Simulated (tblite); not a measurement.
Species: C₄H₁₁BFN.
Atom-mapped SMILES: `[BH3-:1][NH2+:2][C@@H:3]1[CH2:4][C@@H:5]1[CH2:6][F:7]` (hydrogens: H8, H9, H10 on B1; H11, H12 on N2; H13 on C3; H14, H15 on C4; H16 on C5; H17, H18 on C6)

Computed with GFN2-xTB (tblite), gas phase: L-BFGS steps from a force-field or distance-geometry start until the largest atomic force falls under 0.01 eV/Å.

Step 128: E = -626.8387 eV
```
atom  x, y, z in Å  |  force x, y, z in eV/Å
B1      2.0835    0.4340    0.7364   -0.009  -0.012   0.004
N2      1.0654    0.3911   -0.5739    0.009   0.000   0.009
C3      0.1804   -0.7488   -0.6303   -0.011   0.013  -0.001
C4     -1.1099   -0.6635   -1.3943   -0.026   0.009  -0.002
C5     -1.1215   -0.7045    0.1096   -0.021  -0.006  -0.003
C6     -1.5117    0.5007    0.9362    0.058  -0.001   0.045
F7     -2.6424    0.2062    1.6567   -0.039   0.043  -0.014
H8      2.8071   -0.5022    0.6161    0.019   0.024  -0.009
H9      1.4012    0.3645    1.7106    0.029   0.001  -0.041
H10     2.6361    1.4858    0.6383    0.038  -0.037  -0.001
H11     1.6733    0.4102   -1.3883    0.008   0.015  -0.001
H12     0.5368    1.2572   -0.5445   -0.004  -0.015  -0.003
H13     0.7278   -1.6833   -0.6354    0.021   0.045   0.020
H14    -1.3492    0.2751   -1.8745   -0.006   0.009   0.015
H15    -1.4601   -1.5241   -1.9427    0.028  -0.008   0.007
H16    -1.4438   -1.6262    0.5772   -0.007   0.005   0.019
H17    -1.7541    1.3808    0.3279   -0.015  -0.033  -0.019
H18    -0.7276    0.7535    1.6633   -0.071  -0.052  -0.026
```

Step 129: E = -626.8395 eV
```
atom  x, y, z in Å  |  force x, y, z in eV/Å
B1      2.0836    0.4339    0.7352   -0.007   0.001   0.008
N2      1.0657    0.3916   -0.5739    0.011   0.000   0.003
C3      0.1810   -0.7484   -0.6297   -0.020   0.011  -0.002
C4     -1.1096   -0.6631   -1.3928   -0.029   0.005  -0.001
C5     -1.1209   -0.7066    0.1111   -0.017   0.000  -0.012
C6     -1.5114    0.4990    0.9370    0.010   0.000   0.020
F7     -2.6463    0.2096    1.6538   -0.030   0.033  -0.026
H8      2.8050   -0.5052    0.6187    0.005   0.035  -0.006
H9      1.3966    0.3707    1.7070    0.050  -0.002  -0.037
H10     2.6400    1.4845    0.6343    0.030  -0.054   0.004
H11     1.6721    0.4111   -1.3893    0.009   0.015  -0.003
H12     0.5369    1.2574   -0.5438   -0.005  -0.009  -0.003
H13     0.7299   -1.6819   -0.6370    0.017   0.037   0.023
H14    -1.3500    0.2758   -1.8716   -0.006   0.018   0.018
H15    -1.4590   -1.5218   -1.9440    0.026  -0.024   0.009
H16    -1.4423   -1.6284    0.5795   -0.004   0.007   0.011
H17    -1.7492    1.3799    0.3275   -0.009  -0.038  -0.012
H18    -0.7308    0.7483    1.6664   -0.031  -0.034   0.007
```

Question: Estimate the geometry and energy of step 130. (The exact step hangs on the optimiser's Hessian estimate; all steps are aligned on step 129, rigid shifts and turns removed.)

Answer: E = -626.8409 eV, largest force 0.081 eV/Å
```
atom  x, y, z in Å  |  force x, y, z in eV/Å
B1      2.0801    0.4356    0.7330    0.003   0.012   0.011
N2      1.0648    0.3954   -0.5753    0.001   0.004  -0.015
C3      0.1822   -0.7461   -0.6309   -0.016   0.004   0.002
C4     -1.1105   -0.6636   -1.3901   -0.022   0.000  -0.001
C5     -1.1181   -0.7116    0.1138   -0.013   0.016  -0.010
C6     -1.5071    0.4944    0.9396   -0.063   0.008   0.002
F7     -2.6562    0.2181    1.6409   -0.010   0.019  -0.048
H8      2.7887   -0.5151    0.6281   -0.003   0.039  -0.003
H9      1.3842    0.3920    1.6997    0.078  -0.001  -0.020
H10     2.6545    1.4765    0.6240    0.012  -0.064   0.012
H11     1.6704    0.4166   -1.3914    0.009   0.010  -0.008
H12     0.5336    1.2595   -0.5453   -0.002   0.006   0.001
H13     0.7366   -1.6760   -0.6415    0.006   0.015   0.021
H14    -1.3556    0.2758   -1.8649   -0.009   0.025   0.016
H15    -1.4564   -1.5211   -1.9448    0.017  -0.037   0.008
H16    -1.4361   -1.6340    0.5837    0.003   0.012  -0.001
H17    -1.7281    1.3798    0.3289    0.010  -0.055   0.011
H18    -0.7357    0.7301    1.6808   -0.001  -0.012   0.023
```

The energy changes by -0.0014 eV. The first-order estimate −F·Δx gives -0.0021 eV and the mean of the old and new forces, exact on a quadratic surface, -0.0014 eV. The step makes an angle of 76° with the force vector and moves no atom by more than 0.026 Å.

The cost below is that of the whole relaxation. Time: 2.9 s wall. Hardware: one thread of an Intel Xeon at 2.50 GHz (shared host).
